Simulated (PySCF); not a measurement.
**Size series: flake blue phosphorene**

All values: TDDFT wB97X-D/6-31G*, gas phase, PySCF SCF with an in-house response code, fitting set def2-universal-JFIT up to Ne and JKFIT beyond, grid level 1 (kernel 0), vertical, one conformer each, geometries GFN2-xTB; core orbitals frozen in the response, virtual orbitals above 1.5 Eh left out. The lowest 6 singlets were sought, and the brightest is taken among them. The runs took 8 to 90 CPU minutes each on shared server CPUs.

Tubes, flakes and crystal cuts are finite pieces capped as the formulas show; sizes are those of the cut before relaxation. The basis has no diffuse functions, so the polarisability comes out too low.

```json
{"rings": "4", "formula": "P18H12", "HOMO-LUMO gap / eV": "8.02", "S1 / eV": "4.32", "polarisability / bohr³": "435", "HOMO / eV": "-8.02", "T1 (TDA) / eV": "3.76"}
{"rings": "5", "formula": "P20H12", "HOMO-LUMO gap / eV": "7.93", "S1 / eV": "4.30", "polarisability / bohr³": "484", "HOMO / eV": "-8.03", "T1 (TDA) / eV": "3.76"}
{"rings": "6", "formula": "P24H14", "HOMO-LUMO gap / eV": "7.82", "S1 / eV": "4.25", "polarisability / bohr³": "594", "HOMO / eV": "-8.06", "T1 (TDA) / eV": "3.71"}
{"rings": "7", "formula": "P25H13", "HOMO-LUMO gap / eV": "7.82", "S1 / eV": "4.25", "polarisability / bohr³": "610", "HOMO / eV": "-8.07", "T1 (TDA) / eV": "3.73"}
{"rings": "9", "formula": "P31H15", "HOMO-LUMO gap / eV": "7.65", "S1 / eV": "4.19", "polarisability / bohr³": "781", "HOMO / eV": "-8.08", "T1 (TDA) / eV": "3.73"}
{"rings": "10", "formula": "P32H14", "HOMO-LUMO gap / eV": "7.68", "S1 / eV": "4.21", "polarisability / bohr³": "794", "HOMO / eV": "-8.12", "T1 (TDA) / eV": "3.75"}
```
